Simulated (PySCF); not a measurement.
# How methods differ on the ionisation energy of Ca+

Ca+ [Ar] 4s1 (2S) → Ca(2+) [Ar] (1S), as a difference of total energies. Calculation: PySCF 2.14, in aug-cc-pwCVTZ-X2C with one added diffuse shell each of s, p, d, f type (10s9p7d4f, 100 functions); the spin-free X2C one-electron Hamiltonian (Gaussian nucleus). Correlated levels: valence and next inner shell: [Ne] frozen; nothing frozen. The calculations carry no spin-orbit coupling.

```tsv
method	ionisation energy (eV)	error (eV)
UHF	11.357	-0.515
LDA	12.165	+0.293
PBE	12.035	+0.163
PBE0	11.920	+0.048
r2SCAN	11.718	-0.154
BP86	12.049	+0.177
B3LYP	12.146	+0.274
PW91	12.076	+0.204
PBEsol	11.942	+0.070
MP2 (valence and next inner shell)	11.826	-0.046
SCS-MP2 (valence and next inner shell)	11.734	-0.138
MP2 (all electrons)	11.834	-0.038
SCS-MP2 (all electrons)	11.740	-0.132
```

Reference: 11.872 eV (measured; NIST Atomic Spectra Database, ionization energies).

Errors of the correlated levels include the incompleteness of this basis and the frozen core.
